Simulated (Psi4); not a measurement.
CHBClF3, singlet, geometry from GFN2-xTB; QCISD(T)/cc-pVDZ run with Psi4 1.11.

Input for Psi4:
```
memory 2 GB

molecule {
0 1
B     0.84530595    0.21810628    0.57146766
C    -0.03217182   -0.50111286   -0.60584209
F    -1.32937178   -0.14524536   -0.66432988
F    -0.02789515   -1.84737890   -0.48205832
F     0.47253304   -0.24537627   -1.83370394
Cl    0.11491189    1.30188810    1.58557336
H     1.97560398   -0.07394710    0.64379633
}

set {
  basis cc-pvdz
  freeze_core true
}

energy('qcisd(t)')
print_variables()
```

Task: Predict the main parts of the log of this Psi4 run.

Result: 
```
   => Loading Basis Set <=

    Name: CC-PVDZ
    Role: ORBITAL
    Keyword: BASIS

         ---------------------------------------------------------
                                   SCF
               by Justin Turney, Rob Parrish, Andy Simmonett
                          and Daniel G. A. Smith
                              RHF Reference
         ---------------------------------------------------------

  ==> Geometry <==

    Molecular point group: c1
    Full point group: C1

    Geometry (in Angstrom), charge = 0, multiplicity = 1:

       Center              X                  Y                   Z               Mass
    ------------   -----------------  -----------------  -----------------  -----------------
         B            0.861506521046     0.223965717862     0.584410445920    11.009305360000
         C           -0.015971248954    -0.495253422138    -0.592899304080    12.000000000000
         F           -1.313171208954    -0.139385922138    -0.651387094080    18.998403162730
         F           -0.011694578954    -1.841519462138    -0.469115534080    18.998403162730
         F            0.488733611046    -0.239516832138    -1.820761154080    18.998403162730
         CL           0.131112461046     1.307747537862     1.598516145920    34.968852682000
         H            1.991804551046    -0.068087662138     0.656739115920     1.007825032230

  Running in c1 symmetry.

  Rotational constants: A =      0.18107  B =      0.05559  C =      0.05471 [cm^-1]
  Rotational constants: A =   5428.37256  B =   1666.42789  C =   1640.06421 [MHz]
  Nuclear repulsion =  289.179775348020087

  Charge       = 0
  Multiplicity = 1
  Electrons    = 56
  Nalpha       = 28
  Nbeta        = 28

  ==> Algorithm <==

  SCF Algorithm Type is PK.
  DIIS enabled.
  MOM disabled.
  Fractional occupation disabled.
  Guess Type is SAD.
  Energy threshold   = 1.00e-08
  Density threshold  = 1.00e-08
  Integral threshold = 1.00e-12

  ==> Primary Basis <==

  Basis Set: CC-PVDZ
    Blend: CC-PVDZ
    Number of shells: 41
    Number of basis functions: 93
    Number of Cartesian functions: 99
    Spherical Harmonics?: true
    Max angular momentum: 2

  ==> Integral Setup <==

  Using in-core PK algorithm.
   Calculation information:
      Number of atoms:                   7
      Number of AO shells:              41
      Number of primitives:            165
      Number of atomic orbitals:        99
      Number of basis functions:        93

[...]
  @RHF Final Energy:  -821.00445084343016
    Total Energy =                       -821.0044508434301633
      * MP2 total energy:                   -821.900266433978
[...]
        SS MP2.5 correlation energy:          -0.233452730959
        MP2.5 correlation energy:             -0.905506220084
      * MP2.5 total energy:                 -821.909957063514

        OS MP3 correlation energy:            -0.690763481852
        SS MP3 correlation energy:            -0.224433367768
        MP3 correlation energy:               -0.915196849620
      * MP3 total energy:                   -821.919647693050

        OS MP4(SDQ) correlation energy:       -0.705929344952
        SS MP4(SDQ) correlation energy:       -0.215967538426
        MP4(SDQ) correlation energy:          -0.928782795028
      * MP4(SDQ) total energy:              -821.933233638459

        OS QCISD correlation energy:          -0.708797572046
        SS QCISD correlation energy:          -0.220887693826
        QCISD correlation energy:             -0.929685265872
      * QCISD total energy:                 -821.934136109302

  Total time for QCISD iterations:      16.04 s (user)
                                         2.96 s (system)
                                           19 s (total)

  Time per iteration:                    1.07 s (user)
                                         0.20 s (system)
                                         1.36 s (total)

        ==> Resort (ov|vv) integrals for low-memory (T) computation <==

        *******************************************************
        *                                                     *
        *                     QCISD(T)                        *
        *                                                     *
        *******************************************************

        Using low-memory algorithm.

        num_threads:                      1
        memory requirements:       24.01 mb

        Number of abc combinations: 47905

        Computing (T) correction...

        % complete  total time
              10.0
              20.0
              30.0
              40.0
              50.0
              60.0
              70.0
              80.0
              90.0

        (T) energy                             -0.018787242699

        QCISD(T) correlation energy            -0.948472508571
      * QCISD(T) total energy                -821.952923352001

  Variable Map:
  ----------------------------------------------------------------------------
[...]
  Array Variable Map:
  ----------------------------------------------------------------------------
[...]
[...]
```
